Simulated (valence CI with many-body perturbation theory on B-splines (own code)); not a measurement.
Basis-set convergence for Ba²⁴⁺

Calculated by valence CI with perturbative core correlation (CI+MBPT): four valence electrons over a frozen Dirac-Fock core [Ar] 3d10, radial functions for each j: 9 s, 9 p, 8 d, 6 f, 3 g, 1 h, with the one-electron correlation potential Σ1 (screened to all orders), the two-electron term Σ2, the three-electron term Σ3, Breit, model QED; selected single and double excitations, second order for the rest, scaled by the run's own slope (own B-spline code, finite nucleus).

No measured levels were compared; by estimate levels hold to about 250 cm⁻¹ or 0.2 % of their energy and the worst to 1 %, as in measured heavy ions of charge 2 to 7; those with d or f electrons hold less well.

The reference run has the lowest level (4s^2 4p1/2^2) J=0 and an ionisation energy of 809.856 eV. Its largest variational space holds 19996 state functions.

Levels are named by their leading jj configuration (3d3/2^4 stands for four electrons in 3d with j = 3/2), which in mixed levels can hold well under half, so a name can repeat and another be missing. Letters in brackets count levels of one name in rising energy.

Changed runs:
A. basis 6 s, 6 p, 5 d, 3 f, 1 g
B. basis 5 s, 5 p, 4 d, 2 f

Excitation energies of the reference run in cm⁻¹, and shifts in cm⁻¹:

| Level | Reference | A | B |
| --- | --- | --- | --- |
| (4s^2 4p1/2 4p3/2) J=1 | 143429 | -77 | -252 |
| (4s^2 4p1/2 4p3/2) J=2 | 164826 | +14 | +132 |
| (4s^2 4p3/2^2) J=2 | 324575 | -27 | +33 |
| (4s^2 4p3/2^2) J=0 | 374589 | +94 | +562 |
| (4s 4p1/2^2 4p3/2) J=2 | 571534 | -178 | -588 |
| (4s 4p1/2^2 4p3/2) J=1 | 648403 | +6.2 | +151 |
| (4s 4p1/2 4p3/2^2) J=2 [a] | 711109 | -156 | -453 |
| (4s 4p1/2 4p3/2^2) J=3 | 749484 | -80 | -158 |
| (4s 4p1/2 4p3/2^2) J=0 | 793696 | +12 | +241 |
| (4s 4p1/2 4p3/2^2) J=1 [a] | 811661 | -5.8 | +162 |
| (4s 4p1/2 4p3/2^2) J=2 [b] | 813172 | -31 | +34 |
| (4s 4p1/2 4p3/2^2) J=1 [b] | 857656 | +110 | +596 |
| Ionisation energy (eV) | 809.856 | -0.032 | -0.118 |
